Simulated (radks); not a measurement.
Values are calculated unless marked as measured or tabulated.
Pb50+, configuration [Ar] 3d10 4s2 4p2 (the NIST ground configuration). Level of theory: Dirac Kohn-Sham, PBE, spin-unpolarised, spherical densities, point nucleus; open shells fill j = l - 1/2 first (a radial shooting solver on a logarithmic mesh with Libxc functionals). Some entries of the table are withheld. Estimate them.

| orbital | occ. | eigenvalue (Ry) | <r^2> (bohr^2) |
|---|---|---|---|
| 1s1/2 | 2 | -6664.704 | 0.0003570 |
| 2s1/2 | 2 | -1351.377 | (1) |
| 2p1/2 | 2 | -1306.129 | 0.003760 |
| 2p3/2 | 4 | -1144.629 | 0.004932 |
| 3s1/2 | 2 | -464.0484 | 0.03357 |
| 3p1/2 | 2 | -444.2034 | 0.03038 |
| 3p3/2 | 4 | -406.7121 | 0.03612 |
| 3d3/2 | 4 | (2) | 0.02727 |
| 3d5/2 | 6 | (3) | 0.02879 |
| 4s1/2 | 2 | -224.8763 | 0.1306 |
| 4p1/2 | 2 | -216.2484 | (4) |
| 4p3/2 | 0 | -203.5750 | (5) |

Answer. 
(1) 2s1/2 <r^2> (bohr^2): 0.005343
(2) 3d3/2 eigenvalue (Ry): -375.1103
(3) 3d5/2 eigenvalue (Ry): -367.0140
(4) 4p1/2 <r^2> (bohr^2): 0.1278
(5) 4p3/2 <r^2> (bohr^2): 0.1445
